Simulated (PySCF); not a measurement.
These compounds are isomers of formula C6H8N4.

A. SMILES CCn1nnc(C#N)c1C
B. `N#CC1=CN=NN1C(C)C`
C. `InChI=1S/C6H8N4/c1-3-10-6(4-7)5(2)8-9-10/h3H2,1-2H3`

Spectrum 1. 13C{1H} NMR (computed): δ 148.4 (C), 126.4 (C), 117.8 (C), 44.7 (CH2), 18.4 (CH3), 10.1 (CH3).

Spectrum 2. 13C{1H} NMR (computed): δ 159.2 (C), 116.0 (C), 114.8 (C), 46.7 (CH2), 18.7 (CH3), 13.8 (CH3).

Spectrum 3. 13C{1H} NMR (computed): δ 144.2 (CH), 117.1 (C), 115.1 (C), 53.4 (CH), 26.2 (CH3).

[PySCF 2.14.0 with density-fitted response routines: GFN2-xTB structure; NMR shieldings at PBE0/pcSseg-1/GIAO; relativity neglected; rapidly exchanging positions averaged; no solvent; one conformer]

Scale: 13C (σref 186.93) against TMS (reference shieldings calculated alike). Shifts are as computed. Against solution values, carbons near 30 ppm lie about +3 ppm off and those near 130 ppm about +5 ppm. Of 1211 compounds with measured shifts, 218 miss one by over three times the rms of a fit or turn the order of signals round; such compounds aren't used in these exercises.

Question: Match each spectrum to its structure.

Answer: 1–A, 2–C, 3–B.

- Spectrum 1 (A): 6 13C signals; δC 117.8 is a nitrile carbon; δC 44.7 is an sp3 CH2 bonded to N.
- Spectrum 2 (C): 6 13C signals; δC 116.0 is a nitrile carbon; δC 46.7 is an sp3 CH2 bonded to N.
- Spectrum 3 (B): 5 13C signals; δC 144.2 is an aromatic CH next to a ring nitrogen; δC 115.1 is a nitrile carbon.
